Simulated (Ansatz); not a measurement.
Consider the ligand exchange at the Si–C bond: `C=C(F)[SiH2][SeH]` + CH₃SH → `CS[SiH2][SeH]` + `C=CF`.

Calculated with Ansatz (gas phase, PBE0-D4/def2-TZVP geometries, no zero-point term in ΔE). CCSD(T)/CBS adds triple-zeta CCSD(T) − MP2 to the extrapolated MP2 energy (def2 sets, frozen cores). This one scheme is used for every species. DFT in def2-TZVPP. B3LYP here is the variant with VWN-RPA as its local correlation; programs differ in this. For Se outer-core shells are correlated without core-valence functions, which leaves a few kJ/mol of doubt a bond. Scalar relativity is left out up to krypton. One conformer a species, not always the lowest.

`C=C(F)[SiH2][SeH]`:

Cartesian coordinates in Å:
```
C -1.077 -1.268 -0.678
C 0.109 -0.852 -0.260
F 1.224 -1.467 -0.707
Si 0.397 0.567 0.929
Se 1.624 2.237 -0.004
H -1.180 -2.095 -1.371
H -1.972 -0.776 -0.320
H -0.946 1.028 1.358
H 1.209 0.120 2.086
H 0.611 2.505 -1.033
```

CH₃SH:

Z-matrix (Å, degrees):
```
C
S 1 1.806
H 1 1.089 2 111.5
H 1 1.089 2 111.5 3 -123.8
H 1 1.090 2 106.2 3 118.1
H 2 1.342 1 97.1 3 61.9
```

`CS[SiH2][SeH]`:

Z-matrix (Å, degrees):
```
C
S 1 1.814
H 1 1.089 2 106.8
H 1 1.090 2 111.0 3 118.8
H 1 1.090 2 110.5 3 -118.7
Si 2 2.117 1 100.1 3 172.9
Se 6 2.290 2 111.9 1 -59.5
H 6 1.485 2 112.6 1 59.7
H 6 1.482 2 104.6 1 -179.6
H 7 1.468 6 92.3 2 122.7
```

`C=CF`:

```xyz
6

C     0.112   -0.684   -0.105
C    -0.157    0.595    0.052
F     0.620    1.404    0.777
H     0.981   -1.141    0.350
H    -0.551   -1.294   -0.703
H    -1.006    1.120   -0.371
```

```json
{"level": "ωB97M-V", "ΔE (eV)": "-0.66"}
{"level": "r2SCAN", "ΔE (eV)": "-0.69"}
{"level": "B3LYP", "ΔE (eV)": "-0.63"}
{"level": "MP2/def2-QZVPP", "ΔE (eV)": "-0.72"}
```

Question: What does CCSD(T)/CBS give? (Estimate.)

Answer: Ansatz gave: -0.69 eV. The listed levels differ from it by 0.03, 0.00, 0.06, -0.03 eV.

Largest T1 diagnostic among the species: 0.012.

The D4 term adds −0.04 eV with B3LYP and −0.02 eV with PBE0; it sums over pairs of atoms, weighted by their polarisabilities, and B3LYP, whose exchange is more repulsive, gets the larger term.
